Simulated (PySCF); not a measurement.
Radial density of Zr (zirconium, neutral)

UHF, [Kr] 4d3 5s1, high-spin 5F determinant (an excited configuration). Computed with PySCF 2.14 in aug-cc-pVTZ-DK (9s8p6d3f2g, 102 functions), with scalar relativity by spin-free X2C-1e.

```csv
r (bohr),4πr²ρ (e/bohr),4πr²(ρα − ρβ)
0.0333,48.13,-0.0024
0.0561,42.20,-0.0074
0.0943,57.96,0.0105
0.159,51.58,0.0977
0.267,38.56,0.2082
0.449,40.89,0.0788
0.755,11.63,0.1198
1.27,8.696,1.0387
2.14,2.775,1.3547
3.59,0.7305,0.7069
6.04,0.1206,0.1206
10.2,0.002503,0.0025
```

Densities and radii are taken from the X2C orbitals without a picture-change correction, which distorts them close to the nucleus.

Task: Where is the radial spin density 4πr²(ρα − ρβ) most negative, and why is it negative at all?

Result: Around r = 0.0561 bohr, down to -0.0074 e/bohr: exchange with the open shell polarises the paired shells in an unrestricted calculation.
